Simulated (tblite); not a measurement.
Compound: C8H7Si (doublet state).
SMILES with atom numbers: `[CH:1]#[C:2][SiH2:3][c:4]1[cH:5][cH:6][c:7][cH:8][cH:9]1` (hydrogens: H10 on C1; H11, H12 on Si3; H13 on C5; H14 on C6; H15 on C8; H16 on C9)
Bond orders are those of one Lewis drawing.

Computed with GFN2-xTB (tblite), gas phase: L-BFGS steps from a force-field or distance-geometry start until the largest atomic force falls under 0.01 eV/Å.

Step 6: E = -604.7653 eV
```
atom  x, y, z in Å  |  force x, y, z in eV/Å
C1      3.5559   -0.3312    1.2231    0.039   0.029   0.068
C2      2.6944   -0.5657    0.4176   -0.153  -0.020  -0.092
Si3     1.3636   -0.9400   -0.8239   -0.031   0.002  -0.020
C4     -0.2711   -0.1256   -0.3048    0.034   0.025  -0.005
C5     -0.4879    1.2295   -0.5194    0.004   0.042   0.036
C6     -1.6868    1.8384   -0.1548   -0.015  -0.003   0.003
C7     -2.6403    1.0510    0.4157   -0.096   0.003   0.042
C8     -2.4933   -0.2831    0.6515   -0.014   0.064   0.003
C9     -1.2862   -0.8706    0.2797   -0.019  -0.013   0.038
H10     4.3065   -0.1209    1.9348   -0.070  -0.026  -0.086
H11     1.7661   -0.4227   -2.1389    0.035   0.064   0.035
H12     1.1693   -2.3930   -0.9146    0.017  -0.003   0.078
H13     0.2746    1.8451   -0.9681    0.152   0.015  -0.073
H14    -1.8414    2.8945   -0.3230    0.031  -0.017  -0.016
H15    -3.2735   -0.8716    1.1113    0.016  -0.030  -0.013
H16    -1.1574   -1.9252    0.4614    0.071  -0.134   0.001
```

Step 7: E = -604.7683 eV
```
atom  x, y, z in Å  |  force x, y, z in eV/Å
C1      3.5495   -0.3312    1.2200   -0.042   0.002  -0.016
C2      2.6877   -0.5667    0.4144   -0.038   0.020   0.021
Si3     1.3586   -0.9374   -0.8233    0.015  -0.044  -0.071
C4     -0.2694   -0.1245   -0.3013   -0.044   0.021  -0.006
C5     -0.4861    1.2290   -0.5184    0.002   0.103   0.028
C6     -1.6850    1.8384   -0.1548   -0.032  -0.015   0.012
C7     -2.6397    1.0508    0.4158   -0.076   0.045   0.023
C8     -2.4939   -0.2830    0.6509   -0.006  -0.003   0.032
C9     -1.2851   -0.8692    0.2811   -0.030  -0.053   0.045
H10     4.3012   -0.1230    1.9281   -0.018  -0.009  -0.031
H11     1.7691   -0.4188   -2.1337    0.025   0.067   0.005
H12     1.1720   -2.3899   -0.9078   -0.001  -0.036   0.061
H13     0.2789    1.8405   -0.9694    0.129   0.029  -0.062
H14    -1.8399    2.8945   -0.3242    0.031  -0.026  -0.014
H15    -3.2727   -0.8754    1.1116    0.040   0.010  -0.039
H16    -1.1526   -1.9249    0.4589    0.047  -0.111   0.013
```

Step 8: E = -604.7704 eV
```
atom  x, y, z in Å  |  force x, y, z in eV/Å
C1      3.5440   -0.3312    1.2175   -0.090  -0.016  -0.069
C2      2.6817   -0.5672    0.4122    0.032   0.044   0.086
Si3     1.3550   -0.9363   -0.8240    0.025  -0.059  -0.085
C4     -0.2691   -0.1235   -0.2988   -0.071   0.048  -0.019
C5     -0.4843    1.2306   -0.5173    0.016   0.064   0.021
C6     -1.6846    1.8378   -0.1544   -0.011   0.029  -0.002
C7     -2.6409    1.0521    0.4162   -0.040  -0.034   0.024
C8     -2.4946   -0.2830    0.6511    0.028   0.016   0.022
C9     -1.2843   -0.8693    0.2828   -0.048  -0.067   0.047
H10     4.2969   -0.1246    1.9225    0.020   0.004   0.011
H11     1.7719   -0.4146   -2.1299    0.018   0.066  -0.021
H12     1.1739   -2.3884   -0.9017   -0.013  -0.058   0.043
H13     0.2847    1.8376   -0.9716    0.067   0.021  -0.029
H14    -1.8383    2.8941   -0.3253    0.023  -0.029  -0.009
H15    -3.2715   -0.8780    1.1111    0.026   0.019  -0.037
H16    -1.1483   -1.9270    0.4574    0.018  -0.046   0.015
```

Step 9: E = -604.7718 eV
```
atom  x, y, z in Å  |  force x, y, z in eV/Å
C1      3.5401   -0.3311    1.2158   -0.062  -0.011  -0.048
C2      2.6775   -0.5669    0.4115    0.021   0.039   0.070
Si3     1.3532   -0.9366   -0.8259    0.006  -0.042  -0.061
C4     -0.2701   -0.1221   -0.2977   -0.059  -0.001  -0.017
C5     -0.4826    1.2327   -0.5161    0.002   0.043   0.012
C6     -1.6849    1.8379   -0.1541   -0.002  -0.004   0.010
C7     -2.6426    1.0521    0.4170    0.033   0.005  -0.014
C8     -2.4945   -0.2823    0.6517    0.029  -0.039   0.032
C9     -1.2844   -0.8705    0.2846   -0.006  -0.026   0.013
H10     4.2944   -0.1257    1.9190    0.029   0.009   0.024
H11     1.7740   -0.4106   -2.1281    0.014   0.059  -0.036
H12     1.1748   -2.3888   -0.8969   -0.018  -0.066   0.029
H13     0.2898    1.8364   -0.9737    0.003   0.003   0.008
H14    -1.8368    2.8934   -0.3263    0.005   0.001  -0.009
H15    -3.2704   -0.8794    1.1101    0.011   0.023  -0.028
H16    -1.1451   -1.9296    0.4568   -0.005   0.008   0.015
```

Question: Estimate the geometry and energy of step 10. (The exact step hangs on the optimiser's Hessian estimate; all steps are aligned on step 9, rigid shifts and turns removed.)

Answer: E = -604.7723 eV, largest force 0.061 eV/Å
```
atom  x, y, z in Å  |  force x, y, z in eV/Å
C1      3.5387   -0.3310    1.2152   -0.020   0.000  -0.011
C2      2.6756   -0.5662    0.4118   -0.016   0.025   0.029
Si3     1.3528   -0.9375   -0.8278   -0.011  -0.019  -0.031
C4     -0.2715   -0.1217   -0.2979   -0.014  -0.001  -0.029
C5     -0.4820    1.2344   -0.5154    0.012  -0.018   0.006
C6     -1.6853    1.8378   -0.1537    0.016   0.023   0.002
C7     -2.6430    1.0524    0.4171    0.040  -0.035  -0.006
C8     -2.4939   -0.2825    0.6526    0.027  -0.005   0.017
C9     -1.2846   -0.8715    0.2854    0.011  -0.008  -0.001
H10     4.2940   -0.1259    1.9182    0.015   0.007   0.014
H11     1.7750   -0.4080   -2.1282    0.011   0.049  -0.033
H12     1.1746   -2.3904   -0.8948   -0.017  -0.055   0.021
H13     0.2920    1.8363   -0.9744   -0.026  -0.006   0.025
H14    -1.8362    2.8931   -0.3268   -0.004   0.007  -0.006
H15    -3.2698   -0.8794    1.1092   -0.012   0.008  -0.010
H16    -1.1441   -1.9310    0.4570   -0.011   0.028   0.013
```

The energy changes by -0.0006 eV. The first-order estimate −F·Δx gives -0.0009 eV and the mean of the old and new forces, exact on a quadratic surface, -0.0006 eV. The step makes an angle of 53° with the force vector and moves no atom by more than 0.003 Å.

The cost below is that of the whole relaxation. The run took 0.59 s of wall time on Arm Neoverse N1, one thread, no GPU (shared host).
